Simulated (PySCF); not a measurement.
## Electron correlation in P²⁺ (phosphorus, charge +2)

[Ne] 3s1 3p1 3d1, one real determinant (an excited configuration). All numbers are calculated (PySCF 2.14, the non-relativistic Hamiltonian (point nucleus), in aug-cc-pV(Q+d)Z (7s6p5d3f2g, 89 functions)). Frozen: [Ne]; 3 electrons correlated.

| level | correlation energy (mhartree) |
| --- | --- |
| CCSD | -60.37 |
| (T) | -11.36 |
| CCSD(T) | -71.73 |

Diagnostics: T1 = 0.029, D1 = 0.0657, largest double amplitude 0.787.

Is a single reference adequate?

Not fully. The real determinant used has ⟨L²⟩ near 8 against 12 for a pure F term, so it mixes terms. The outer electron is Rydberg-like, and this basis confines it to a smaller radius and binds it less than a complete one would. A double-excitation amplitude exceeds 0.15, a sign of near-degeneracy.

The reference is one real determinant that mixes LS terms of this configuration.
